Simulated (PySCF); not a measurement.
## Stretching HBr

Set-up: basis H def2-TZVPPD, Br def2-TZVPPD; no relativity; PySCF 2.14. Energies in eV from H + Br in their ground configurations at the same level. State: ¹Σ⁺ (singlet), closed shell.

Curves on a restricted Hartree–Fock reference rise too fast on stretching and do not dissociate correctly.

```tsv
R (Å)	r²SCAN	RHF-CCSD	PBE	LC-ωPBE
1.223	-3.348		-3.272	-3.197
1.280	-3.737	-3.664	-3.678	-3.583
1.337	-3.958	-3.875	-3.917	-3.798
1.379	-4.038	-3.948	-4.010	-3.873
1.422	-4.061	-3.963	-4.046	-3.888
1.465	-4.038	-3.932	-4.036	-3.855
1.522	-3.950	-3.834	-3.964	-3.752
1.593	-3.772	-3.645	-3.807	-3.553
1.678	-3.493	-3.354	-3.551	-3.242
1.792	-3.058		-3.147	-2.758
```

Task: Put a parabola through the three lowest points of the r²SCAN curve and estimate Re, k and ωe (reduced mass 0.9951 u; 1 eV/Å² = 0.16022 mdyn/Å; ωe = 1302.8·√(k/μ) cm⁻¹).

Result: Through R = 1.379, 1.422, 1.465 Å the second-order coefficient is 12.4 eV/Å², so Re ≈ 1.422 Å, k ≈ 3.99 mdyn/Å and ωe ≈ 2607 cm⁻¹. A polynomial fit of higher order to the unrounded r²SCAN energies gives Re = 1.420 Å, k = 4.12 mdyn/Å, ωe = 2652 cm⁻¹; anharmonicity and rounding make the difference.

The higher-order fit for each curve: r²SCAN: Re = 1.420 Å, ωe = 2652 cm⁻¹, De = 4.06 eV; RHF-CCSD: Re = 1.413 Å, ωe = 2695 cm⁻¹, De = 3.96 eV; PBE: Re = 1.432 Å, ωe = 2577 cm⁻¹, De = 4.05 eV; LC-ωPBE: Re = 1.413 Å, ωe = 2746 cm⁻¹, De = 3.89 eV.

Correlated steps freeze 9 core orbitals. Where the molecule has an RHF reference, its open-shell atoms are computed with UHF.
